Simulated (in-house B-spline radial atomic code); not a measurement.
Ionisation energies along the 43-electron series, configuration 1s2 2s2 2p6 3s2 3p6 3d10 4s2 4p6 4d3/2(4) 4d5/2(3), as differences of self-consistent energies. Dirac energy differences include first-order Breit, QED and recoil terms. NIST's values go from ground level to ground level; the uncertainty of those that are theory runs from under 0.1 % in few-electron ions to several per cent in heavy many-electron ones. Computed with a radial B-spline atomic code at the basis-set limit: Dirac-Hartree-Fock, jj configuration that fills j = l - 1/2 first, finite nuclei.

A number in brackets counts the electrons of a j subshell.

```csv
ion,configuration after,ionisation energy (eV),IE/(q+1)² (eV),-ε less Coulomb ΔSCF (eV),Breit and QED recoil part (eV),tabulated value (eV),computed minus tabulated (eV)
La14+,[Kr] 4d3/2(4) 4d5/2(2),364.1,1.6184,1.2945,-0.02325,364,0.1
Ce15+,[Kr] 4d3/2(4) 4d5/2(2),?,?,?,?,?,?
Pr16+,[Kr] 4d3/2(4) 4d5/2(2),?,?,?,?,?,?
Nd17+,[Kr] 4d3/2(4) 4d5/2(2),488.8,1.5088,1.301,-0.061694,489,-0.2
Pm18+,[Kr] 4d3/2(4) 4d5/2(2),533.9,1.479,1.3036,-0.07743,534,-0.1
Sm19+,[Kr] 4d3/2(4) 4d5/2(2),580.8,1.4519,1.3063,-0.094704,581,-0.2
Eu20+,[Kr] 4d3/2(4) 4d5/2(2),629.4,1.4271,1.3091,-0.11359,630,-0.6
```

Question: Fill in the row of Ce15+.

Answer: ionisation energy (eV): 403.9; IE/(q+1)² (eV): 1.5779; -ε less Coulomb ΔSCF (eV): 1.2964; Breit and QED recoil part (eV): -0.034652; tabulated value (eV): 403; computed minus tabulated (eV): 0.9.

Question: Fill in the row of Pr16+.

Answer: ionisation energy (eV): 445.5; IE/(q+1)² (eV): 1.5416; -ε less Coulomb ΔSCF (eV): 1.2986; Breit and QED recoil part (eV): -0.04745; tabulated value (eV): 445; computed minus tabulated (eV): 0.5.
